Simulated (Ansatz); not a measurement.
Stepwise reaction of `[F][Hf]([SH])([SH])[SH]` with hydrogen fluoride, as a gas-phase model of exchange steps in deposition or etching. ΔE in kJ/mol; ΔG adds harmonic PBE0-D4 terms to CCSD(T)/CBS, at 1 bar.

Program: Ansatz. Geometries: PBE0-D4/def2-TZVP. ΔE: electronic, gas phase. CBS: MP2 limit from def2 TZ/QZ plus the TZ coupled-cluster correction, frozen cores. This one scheme is used for every species. DFT in def2-TZVPP. B3LYP here is the variant with VWN-RPA as its local correlation; programs differ in this. Elements past krypton have def2 core potentials. For Hf outer-core shells are correlated without core-valence functions, which leaves a few kJ/mol of doubt a bond. One conformer a species, not always the lowest.

```tsv
step	reaction	PBE-D4	B3LYP-D4	ωB97M-V	CCSD(T)/CBS	ΔG(400 K)
1	`[F][Hf]([SH])([SH])[SH]` + H–F → `[F][Hf]([F])([SH])[SH]` + H₂S	-82.0	-88.9	-90.9	-77.4	-87.4
2	`[F][Hf]([F])([SH])[SH]` + H–F → `[F][Hf]([F])([F])[SH]` + H₂S	-84.3	-91.3	-90.8	-79.9	-90.6
3	`[F][Hf]([F])([F])[SH]` + H–F → `[F][Hf]([F])([F])[F]` + H₂S	-86.5	-93.6	-92.1	-82.9	-77.5
```

(1) By hand: ΔE of the 3 steps together at CCSD(T)/CBS.

Results:

(1) (-77.4) + (-79.9) + (-82.9) = -240.2 kJ/mol, or -80.1 kJ/mol a step.

In ΔE each step is lower than the one before. All are downhill at CCSD(T)/CBS. ΔG lies between -90.6 and -77.5 kJ/mol a step. PBE-D4 differs from CCSD(T)/CBS by -4.6 to -3.6 kJ/mol a step. Isolated molecules leave out the surface, adducts and barriers. Largest T1 diagnostic: 0.016.
